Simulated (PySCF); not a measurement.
# The third ionisation energy along group 11

All values are computed (PySCF 2.14, energy differences of UHF-based or UKS calculations, no spin-orbit coupling). Values in eV. The last column holds reference values (NIST; (s) semi-empirical, (t) theoretical, else measured). Unmarked ones compare directly (S terms, centres of terms, or small fine structure); those marked * lie between the lowest fine-structure levels and include a spin-orbit shift.

```csv
element,configurations,UHF,MP2 (valence),SCS-MP2 (valence),CCSD(T) (valence),CCSD (valence and next inner shell),PBE,reference
"Cu (x2c-TZVPPall, spin-free X2C)",[Ar] 3d9 → [Ar] 3d8,34.004,36.654,36.412,36.288,36.411,37.336,36.841 ± 0.012 *
"Ag (x2c-TZVPPall, spin-free X2C)",[Kr] 4d9 → [Kr] 4d8,32.957,34.821,34.684,34.639,34.513,35.117,34.8 ± 0.3 (s) *
"Au (x2c-TZVPPall, spin-free X2C)",[Xe] 4f14 5d9 → [Xe] 4f14 5d8,30.882,32.553,32.450,32.444,32.365,32.899,30 ± 1.6 (t) *
```

"Valence" correlates the outer s and p shells and, in groups 3 to 12 and the f block, the outer d or f shell, open or full, or the next shell where the ion has no valence electron left; the wider scheme adds the next inner shell.
